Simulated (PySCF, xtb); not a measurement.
1-chlorocyclopenta-1,3-diene (C5H5Cl), SMILES C1C(=CC=C1)Cl.

xtb 6.7.1 with GFN2-xTB at its own geometry gives an orbital gap of 3.49 eV and a dipole moment of 1.48 D.

Geometry optimised at ωB97X-D3(BJ)/def2-SVP. One conformer was computed; it need not be the lowest.

Task: What does PBE/def2-TZVP (PySCF) give? (An estimate is asked for; the answer gives what the named calculation found.)

Result: gap 3.54 eV (levels -5.32 and -1.78 eV), dipole 1.28 D.
